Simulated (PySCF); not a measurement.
# Cost against result

Saddle point of BH3BrF, singlet (BH₂F ([BH2][F]) + HBr → BH₂Br ([BH2][Br]) + HF; bonds formed: B1–Br6, F2–H5; bonds broken: B1–F2, H5–Br6), PBE0-D4/def2-TZVP structure:

```csv
atom,x (Å),y (Å),z (Å)
B1,-0.0770,0.3023,-0.4782
F2,1.2218,0.0798,0.2697
H3,-0.1034,-0.3093,-1.4957
H4,-0.4695,1.4154,-0.3467
H5,0.5249,-0.5596,1.0070
Br6,-1.0970,-0.9285,1.0440
```

Barriers are electronic and count from the start structure reached by relaxing down the imaginary mode.

Program: PySCF 2.14 with density fitting (its default auxiliary sets; JK sets also for MP2 and CCSD(T)). Basis: as named in each row. Cores are frozen in the correlated methods. Filled d shells of the heavier atoms are correlated. The def2 sets are not built for correlating such inner shells, so the correlated values are less sure here. B3LYP uses VWN-RPA correlation. Extrapolation: Hartree–Fock as exp(−7.88 √X), correlation as X^−2.97.

Times are rough, for one single point on 4 threads of a shared host (Arm Neoverse V2).

The estimate by CCSD(T) at an estimated basis limit (MP2 extrapolated from triple and quadruple zeta, plus CCSD(T) − MP2 in triple zeta) is 1.008 eV.

```csv
method,basis,time (s),barrier (eV),method less estimate
HF,STO-3G,under 1,0.906,-0.102
B3LYP-D4,6-31G,2,0.921,-0.087
PBE-D4,def2-SVP,3,0.633,-0.375
PBE0-D4,def2-SVP,3,0.793,-0.215
MP2,def2-QZVPP,4,0.919,-0.089
SPW92,def2-TZVPP,4,0.336,-0.672
PBE0-D4,def2-TZVPP,5,0.826,-0.182
BHLYP-D4,def2-TZVPP,5,1.204,0.197
B3LYP-D4,def2-TZVPP,6,1.027,0.019
PBE-D4,def2-TZVPP,6,0.683,-0.324
CCSD(T),def2-SVP,9,1.187,0.179
r2SCAN-D4,def2-TZVPP,12,0.807,-0.201
wB97M-V,def2-TZVPP,70,0.974,-0.034
CCSD(T),def2-TZVPP,160,1.042,0.034
```

All methods are single points on the PBE0-D4 structures.

No T1 diagnostic of these runs exceeds 0.010.

Labels in which every atom is bracketed show which atoms are joined, not bond orders.
